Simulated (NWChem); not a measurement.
System: C$_{2}$H$_{4}$Cl$_{2}$Si; SMILES C=C(Cl)[SiH2]Cl

```xyz
9

C     -1.4727    -1.6458    -0.6984
C     -0.4954    -0.9664    -0.0908
Cl     1.0866    -1.6677     0.1134
Si    -0.6961     0.7577     0.6163
Cl     0.5465     2.0774    -0.3756
H     -2.4580    -1.1881    -0.8242
H     -1.3251    -2.6592    -1.0834
H     -2.1093     1.1821     0.4185
H     -0.3177     0.7658     2.0541
```
Atoms are numbered in this order, from 1.

All runs: NWChem. Geometry: optimised at PBE0/def2-SVP.

Task: What does the run give for B3LYP/def2-TZVP? Quantities: highest occupied level (eV); orbital gap (eV); dipole (D).

Result: 
```yaml
highest occupied level (eV): -7.64
orbital gap (eV): 6.23
dipole (D): 2.11
```
